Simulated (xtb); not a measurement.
F₂Ge, charge +1, doublet, from a rough starting geometry (a state made from the parent by changing its charge; the spin is typed, not shown lowest); GFN2-xTB in xtb.

The xtb input:
```
$ xtb mol.xyz --gfn 2 --chrg 1 --uhf 1 --opt vtight --json

# file mol.xyz
3

Ge    -0.00933108    -0.06847133     0.81616110
F      0.60847905     1.12820080    -0.43351128
F     -0.66478329    -1.13385022    -0.42864098
```

Output, abridged:

```
   ID    Z sym.   atoms
    1   32 Ge     1
    2    9 F      2, 3

           -------------------------------------------------
          |                Calculation Setup                |
           -------------------------------------------------

           -------------------------------------------------
          |                 G F N 2 - x T B                 |
           -------------------------------------------------

          ...................................................
          :                      SETUP                      :
          :.................................................:
          :  # basis functions                  18          :
          :  # atomic orbitals                  17          :
          :  # shells                            7          :
          :  # electrons                        17          :
          :  max. iterations                   250          :
          :  Hamiltonian                  GFN2-xTB          :
          :  restarted?                      false          :
          :  GBSA solvation                  false          :
          :  PC potential                    false          :
          :  electronic temp.          300.0000000     K    :
          :  accuracy                    1.0000000          :
          :  -> integral cutoff          0.2500000E+02      :
          :  -> integral neglect         0.1000000E-07      :
          :  -> SCF convergence          0.1000000E-05 Eh   :
          :  -> wf. convergence          0.1000000E-03 e    :
          :  Broyden damping             0.4000000          :
          :  net charge                          1          :
          :  unpaired electrons                  1          :
          ...................................................

 iter      E             dE          RMSdq      gap      omega  full diag
   1     -8.7630283 -0.876303E+01  0.349E+01    1.22       0.0  T
   2     -9.5211318 -0.758103E+00  0.216E+01    6.46       1.0  T
   3    -10.8740765 -0.135294E+01  0.839E+00    5.98       1.0  T
   4    -10.8967378 -0.226613E-01  0.782E+00    5.48       1.0  T
   5    -10.8363892  0.603486E-01  0.466E+00    5.66       1.0  T
   6    -10.8934714 -0.570823E-01  0.185E+00    5.88       1.0  T
   7    -10.8947144 -0.124301E-02  0.139E+00    5.83       1.0  T
   8    -10.8973006 -0.258617E-02  0.587E-01    5.70       1.0  T
   9    -10.8977579 -0.457236E-03  0.109E-01    5.62       1.0  T
  10    -10.8977667 -0.885161E-05  0.108E-01    5.61       1.0  T
  11    -10.8977755 -0.880140E-05  0.189E-02    5.61       3.0  T
  12    -10.8977755 -0.428263E-07  0.100E-02    5.61       5.8  T
  13    -10.8977756 -0.517868E-07  0.335E-03    5.60      17.2  T
  14    -10.8977756 -0.449342E-08  0.761E-04    5.61      75.9  T
  15    -10.8977756 -0.629099E-09  0.820E-05    5.61     704.0  T

   *** convergence criteria satisfied after 15 iterations ***

         :::::::::::::::::::::::::::::::::::::::::::::::::::::
         ::                     SUMMARY                     ::
         :::::::::::::::::::::::::::::::::::::::::::::::::::::
         :: total energy             -10.894028462412 Eh    ::
         :: gradient norm              0.015772824967 Eh/a0 ::
         :: HOMO-LUMO gap              5.605167956029 eV    ::
         ::.................................................::
         :: SCC energy               -10.897775598249 Eh    ::
         :: -> isotropic ES            0.112906830888 Eh    ::
         :: -> anisotropic ES          0.000145972821 Eh    ::
         :: -> anisotropic XC         -0.000756700327 Eh    ::
         :: -> dispersion             -0.000747188309 Eh    ::
         :: repulsion energy           0.003747135837 Eh    ::
         :: add. restraining           0.000000000000 Eh    ::
         :: total charge               1.000000000000 e     ::
         :::::::::::::::::::::::::::::::::::::::::::::::::::::

      -----------------------------------------------------------
     |                   =====================                   |
     |                        A N C O P T                        |
     |                   =====================                   |
     |               Approximate Normal Coordinate               |
     |                Rational Function Optimizer                |
      -----------------------------------------------------------
      -----------------------------------------------------------
     |                   =====================                   |
     |                        A N C O P T                        |
     |                   =====================                   |
     |               Approximate Normal Coordinate               |
     |                Rational Function Optimizer                |
      -----------------------------------------------------------

          ...................................................
          :                      SETUP                      :
          :.................................................:
          :   optimization level         verytight          :
          :   max. optcycles                   200          :
          :   ANC micro-cycles                  20          :
          :   degrees of freedom                 3          :
          :.................................................:
          :   RF solver                   davidson          :
          :   write xtbopt.log                true          :
          :   linear?                        false          :
          :   energy convergence         0.1000000E-06 Eh   :
          :   grad. convergence          0.2000000E-03 Eh/α :
          :   maxmium RF displ.          1.0000000          :
          :   Hlow (freq-cutoff)         0.1000000E-01      :
          :   Hmax (freq-cutoff)         5.0000000          :
          :   S6 in model hess.         20.0000000          :
          ...................................................

[...]
 * total energy  :   -10.8940285 Eh     change       -0.4076739E-11 Eh
 * total energy  :   -10.8962897 Eh     change       -0.2261216E-02 Eh
 * total energy  :   -10.8979372 Eh     change       -0.1647541E-02 Eh
 * total energy  :   -10.8985336 Eh     change       -0.5964045E-03 Eh
 * total energy  :   -10.8986306 Eh     change       -0.9697228E-04 Eh
 * total energy  :   -10.8986955 Eh     change       -0.6493142E-04 Eh
 * total energy  :   -10.8988178 Eh     change       -0.1222834E-03 Eh
 * total energy  :   -10.8988370 Eh     change       -0.1921198E-04 Eh
 * total energy  :   -10.8988451 Eh     change       -0.8097745E-05 Eh
 * total energy  :   -10.8988540 Eh     change       -0.8913223E-05 Eh
 * total energy  :   -10.8988561 Eh     change       -0.2038795E-05 Eh
 * total energy  :   -10.8988561 Eh     change       -0.1860492E-07 Eh
   *** GEOMETRY OPTIMIZATION CONVERGED AFTER 12 ITERATIONS ***
[...]
          :  # electrons                        17          :
          :  max. iterations                   250          :
          :  Hamiltonian                  GFN2-xTB          :
          :  restarted?                      false          :
          :  GBSA solvation                  false          :
          :  PC potential                    false          :
          :  electronic temp.          300.0000000     K    :
          :  accuracy                    1.0000000          :
          :  -> integral cutoff          0.2500000E+02      :
          :  -> integral neglect         0.1000000E-07      :
          :  -> SCF convergence          0.1000000E-05 Eh   :
          :  -> wf. convergence          0.1000000E-03 e    :
          :  Broyden damping             0.4000000          :
          :  net charge                          1          :
          :  unpaired electrons                  1          :
          ...................................................

 iter      E             dE          RMSdq      gap      omega  full diag
   1    -10.9009373 -0.109009E+02  0.384E-06    5.22       0.0  T
   2    -10.9009373  0.106581E-13  0.120E-06    5.22   48180.1  T
   3    -10.9009373 -0.710543E-14  0.163E-06    5.22   35433.9  T

   *** convergence criteria satisfied after 3 iterations ***

         :::::::::::::::::::::::::::::::::::::::::::::::::::::
         ::                     SUMMARY                     ::
         :::::::::::::::::::::::::::::::::::::::::::::::::::::
         :: total energy             -10.898856091688 Eh    ::
         :: gradient norm              0.000004727619 Eh/a0 ::
         :: HOMO-LUMO gap              5.220349935181 eV    ::
         ::.................................................::
         :: SCC energy               -10.900937354669 Eh    ::
         :: -> isotropic ES            0.106013131036 Eh    ::
         :: -> anisotropic ES          0.000173843600 Eh    ::
         :: -> anisotropic XC         -0.001302392334 Eh    ::
         :: -> dispersion             -0.000723251901 Eh    ::
         :: repulsion energy           0.002081262981 Eh    ::
         :: add. restraining           0.000000000000 Eh    ::
         :: total charge               1.000000000064 e     ::
         :::::::::::::::::::::::::::::::::::::::::::::::::::::

           -------------------------------------------------
          |                Property Printout                |
           -------------------------------------------------

    * Orbital Energies and Occupations

         #    Occupation            Energy/Eh            Energy/eV
      -------------------------------------------------------------
         1        2.0000           -1.1578596             -31.5070
         2        2.0000           -1.1343542             -30.8673
         3        2.0000           -1.0245581             -27.8796
         4        2.0000           -0.8513045             -23.1652
         5        2.0000           -0.8427491             -22.9324
         6        2.0000           -0.8388676             -22.8267
         7        2.0000           -0.8381644             -22.8076
         8        2.0000           -0.8320429             -22.6410
         9        1.0000           -0.7989242             -21.7398 (HOMO)
        10                         -0.6070798             -16.5195 (LUMO)
        11                         -0.5516106             -15.0101
        12                         -0.4809071             -13.0861
        13                         -0.4195254             -11.4159
        14                         -0.4057626             -11.0414
        15                         -0.3658362              -9.9549
        16                          0.0043994               0.1197
        17                          0.1691692               4.6033
      -------------------------------------------------------------
                  HL-Gap            0.1918443 Eh            5.2203 eV
             Fermi-level           -0.7592422 Eh          -20.6600 eV

     #   Z          covCN         q      C6AA      α(0)
     1  32 Ge       1.410     0.822   244.293    32.986
     2   9 F        0.705     0.089     8.651     3.473
     3   9 F        0.705     0.089     8.651     3.473

 Mol. C6AA /au·bohr⁶  :        438.522891
 Mol. C8AA /au·bohr⁸  :      29429.118744
 Mol. α(0) /au        :         39.931540

Wiberg/Mayer (AO) data.
largest (>0.10) Wiberg bond orders for each atom

 ---------------------------------------------------------------------------
     #   Z sym  total        # sym  WBO       # sym  WBO       # sym  WBO
 ---------------------------------------------------------------------------
     1  32 Ge   2.366 --     3 F    1.183     2 F    1.183
     2   9 F    1.511 --     1 Ge   1.183     3 F    0.328
     3   9 F    1.511 --     1 Ge   1.183     2 F    0.328
 ---------------------------------------------------------------------------

Topologies differ in total number of bonds
Writing topology from bond orders to xtbtopo.mol

molecular dipole:
                 x           y           z       tot (Debye)
 q only:       -0.016      -0.064       0.746
   full:       -0.001      -0.075       1.229       3.129
molecular quadrupole (traceless):
                xx          xy          yy          xz          yz          zz
 q only:       -0.705       1.118       0.655       0.004      -0.075       0.050
  q+dip:       -1.073       0.794      -0.103       0.015      -0.142       1.176
   full:       -0.043      -1.738      -2.143      -0.042      -0.129       2.186

optimized geometry written to: xtbopt.xyz

           -------------------------------------------------
          | TOTAL ENERGY              -10.898856091688 Eh   |
          | GRADIENT NORM               0.000004727619 Eh/α |
          | HOMO-LUMO GAP               5.220349935181 eV   |
           -------------------------------------------------

normal termination of xtb
```
